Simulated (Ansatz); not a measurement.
Cartesian coordinates (Å):
SMILES: O=[Si]=O
```xyz
3

O     -1.5101     0.0007     0.0000
Si     0.0000     0.0000     0.0000
O      1.5101    -0.0007     0.0000
```
Charge 0, spin multiplicity 1.

The numbers are results of frozen-core CCSD(T)/cc-pVTZ // B3LYP-D3(BJ)/def2-TZVP in Ansatz (a quantum-chemistry and plane-wave program), not measurements.

| Quantity | Result |
|---|---|
| HF energy | -438.71854 Ha |
| MP2 correlation energy | -0.58811 Ha |

### Question
Estimate the CCSD correlation energy, the (T) correction, the total energy and the T1 diagnostic.

### Answer

```
Property                        Result
-----------------------  -------------
CCSD correlation energy    -0.57544 Ha
(T) correction             -0.02919 Ha
CCSD(T) total energy     -439.32318 Ha
T1 diagnostic                    0.024
```
